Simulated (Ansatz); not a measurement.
Mg2I3. The state is a doublet with charge 0. Geometry PBE-D4/def2-SVP.

| atom | x (Å) | y (Å) | z (Å) |
| --- | --- | --- | --- |
| Mg1 | 0.541 | 1.353 | -1.023 |
| Mg2 | -0.392 | -0.980 | 0.740 |
| I3 | 2.071 | -1.270 | -0.299 |
| I4 | -0.282 | 1.400 | 1.988 |
| I5 | -1.939 | -0.503 | -1.407 |

In the def2 sets I takes a core potential, while STO-3G treats all electrons; there is no spin–orbit coupling. Another isomer (doublet) lies 0.40 eV lower at PBE0-D4/def2-TZVP; other spin states weren't run for this one.

Problem. Estimate the α-spin orbital energies around the gap (eV) in Ansatz with HF/STO-3G, HF/def2-TZVP, PBE-D4/def2-SVP, PBE-D4/def2-TZVP, BHLYP-D4/def2-TZVP.

Solution. 
```csv
orbital,HF/STO-3G,HF/def2-TZVP,PBE-D4/def2-SVP,PBE-D4/def2-TZVP,BHLYP-D4/def2-TZVP
HOMO−13,-50.97,-61.63,-48.43,-48.01,-55.61
HOMO−12,-18.30,-24.24,-17.29,-17.26,-21.07
HOMO−11,-17.22,-23.83,-17.03,-17.01,-20.75
HOMO−10,-17.22,-23.83,-17.03,-17.01,-20.75
HOMO−9,-9.58,-13.05,-9.10,-9.03,-11.27
HOMO−8,-8.70,-11.66,-7.88,-7.86,-9.98
HOMO−7,-7.59,-11.19,-7.51,-7.47,-9.54
HOMO−6,-7.59,-11.19,-7.51,-7.47,-9.54
HOMO−5,-7.24,-10.64,-7.09,-7.08,-9.07
HOMO−4,-7.24,-10.64,-7.09,-7.08,-9.07
HOMO−3,-6.66,-10.10,-6.53,-6.57,-8.56
HOMO−2,-6.66,-10.09,-6.53,-6.57,-8.56
HOMO−1,-6.55,-9.73,-6.17,-6.21,-8.20
HOMO,-4.04,-7.04,-4.35,-4.37,-5.75
LUMO,5.70,-0.36,-3.26,-3.22,-1.99
LUMO+1,10.79,1.83,-1.16,-1.22,0.33
LUMO+2,11.78,1.83,-1.09,-1.13,0.33
LUMO+3,11.78,2.02,-1.09,-1.13,0.34
LUMO+4,14.15,2.71,-0.18,-0.30,1.08
LUMO+5,14.15,2.71,-0.18,-0.30,1.08
β HOMO,-6.53,-9.71,-6.15,-6.19,-8.18
β LUMO,5.52,-0.38,-3.35,-3.35,-2.12
```
